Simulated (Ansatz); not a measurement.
Relaxation of AlH$_{7}$N$_{2}$O (11 atoms, charge 0, multiplicity 1), to a largest force component of 0.03 eV/Å in at most 50 steps.

All numbers below come from Ansatz 0.2.0, RKS PBE0-D4/cc-pVDZ.

```xyz
11
Properties=species:S:1:pos:R:3
Al 0.122 0.621 -0.399
O -0.050 -0.172 2.455
H -0.990 -0.370 2.547
N 1.696 0.045 -1.016
H 1.844 -0.892 -1.373
H 2.590 0.471 -0.796
H -1.255 -0.081 -0.761
N 0.047 2.236 0.567
H 0.869 2.831 0.634
H -0.774 2.830 0.474
H -0.048 0.806 2.305
```

Q: Where does it end, and by what steps?

A: It converged. After 9 steps the energy has fallen by 0.488 eV; O2 moved furthest, 0.55 Å. Joined: Al1–O2 (2.97 → 2.07 Å).

| step | energy less start (eV) | largest force component (eV/Å) | accepted |
| --- | --- | --- | --- |
| 0 | 0.0000 | 1.091 | yes |
| 1 | -0.1715 | 0.791 | yes |
| 2 | -0.3506 | 1.099 | yes |
| 3 | -0.4460 | 0.745 | yes |
| 4 | -0.4784 | 0.314 | yes |
| 5 | -0.4832 | 0.182 | yes |
| 6 | -0.4869 | 0.064 | yes |
| 7 | -0.4873 | 0.045 | yes |
| 8 | -0.4875 | 0.053 | yes |
| 9 | -0.4878 | 0.013 | yes |

```xyz
11
Properties=species:S:1:pos:R:3
Al 0.088 0.510 -0.065
O 0.049 -0.025 1.931
H -0.783 -0.415 2.232
N 1.629 0.025 -0.861
H 1.757 -0.878 -1.305
H 2.540 0.408 -0.631
H -1.295 -0.101 -0.587
N 0.033 2.211 0.732
H 0.849 2.816 0.646
H -0.774 2.797 0.519
H -0.040 0.978 2.028
```

Time of the run: 20 s on 2 threads of Arm Neoverse V2, on a shared host, peak memory 0.19 GiB.
